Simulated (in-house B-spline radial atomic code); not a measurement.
Configurations of Xe III (Xe2+), with energies counted from [Kr] 4d10 5s2 5p4. Method: scalar-relativistic (X2C) TPSSh, spin-polarised, spherical fractional occupations, exact exchange averaged over the configuration, Fermi nucleus of rms radius 4.7859 fm. Calculated with an all-electron radial atomic-structure program (B-spline basis). Shells without spins written out take the highest spin.

Occupations are held fixed; configurations that lie above the ionisation limit could autoionise.

| configuration | E - E(ref) (eV) | highest orbital | its <r> (bohr) |
| --- | --- | --- | --- |
| [Kr] 4d10 5s2 5p3 6d1 | 21.609 | 6d up | 6.399 |
| [Kr] 4d10 5s1 5p4 6p1 | 30.932 | 6p up | 4.752 |
| [Kr] 4d10 5s1 5p4 6d1 | 34.873 | 6d up | 6.352 |
| [Ar] 3d9 4s2 4p6 4d10 5s2 5p4 5d1 | 682.13 | 5d up | 2.774 |
| [Ar] 3d9 4s2 4p6 4d10 5s2 5p4 6d1 | 691.13 | 6d up | 6.231 |

Question: Order these further configurations by energy, lowest first.
A. [Ar] 3d9 4s2 4p6 4d10 5s2 5p5
B. [Kr] 4d9 4f1 5s2 5p4
C. [Kr] 4d9 5s2 5p4 6f1
D. [Kr] 4d9 5s2 5p4 5d1
E. [Kr] 4d10 4f1 5s2 5p3

Answer: E (19.331 eV), D (72.311 eV), B (76.705 eV), C (85.055 eV), A (666.84 eV).

Question: How far above the reference does [Kr] 4d10 5s1 5p4 6f1 lie?

Answer: 38.801 eV; its least bound orbital is 6f up with <r> = 10.93 bohr.
